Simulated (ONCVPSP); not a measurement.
An all-electron radial function and its pseudo partner (Cu (Z = 29))

Columns: radius, all-electron u(r) and pseudo u(r) of the 3d shell (level -5.07 eV) of copper in the configuration [Ne] 3s2 3p6 3d10 4s1; Wu-Cohen, scalar-relativistic, ONCV scheme, ONCVPSP 4.0.1.

```
r (bohr)  all-electron  pseudo
   0.062        0.0341  0.0085
   0.125        0.1651  0.0643
   0.188        0.3490  0.1918
   0.250        0.5318  0.3782
   0.312        0.6884  0.5895
   0.375        0.8103  0.7847
   0.438        0.8946  0.9266
   0.500        0.9444  1.0021
   0.562        0.9676  1.0236
   0.625        0.9702  1.0092
   0.688        0.9573  0.9778
   0.750        0.9344  0.9424
   0.812        0.9049  0.9068
   0.875        0.8706  0.8708
   0.938        0.8342  0.8341
   1.000        0.7974  0.7973
   1.062        0.7606  0.7605
   1.125        0.7240  0.7239
   1.188        0.6884  0.6883
   1.250        0.6546  0.6546
   1.312        0.6223  0.6223
   1.375        0.5910  0.5910
   1.438        0.5613  0.5613
   1.500        0.5336  0.5335
   1.562        0.5073  0.5073
   1.625        0.4821  0.4820
```

**Question.** How many radial nodes do the two functions have?

**Answer.** The all-electron 3d function has n − l − 1 = 0; the pseudo-wave has 0.

**Question.** At about which radius was the pseudo-wave matched?

**Answer.** 1.00 bohr. The columns agree to 0.0005 from 0.88 bohr on; several derivatives are matched, so the curves merge somewhat inside the radius.

**Question.** Is the pseudo-wave norm-conserving?

**Answer.** Yes: the ONCV scheme keeps the norm inside the radius equal to the all-electron one, which fixes the energy derivative of the logarithmic derivative at the level.
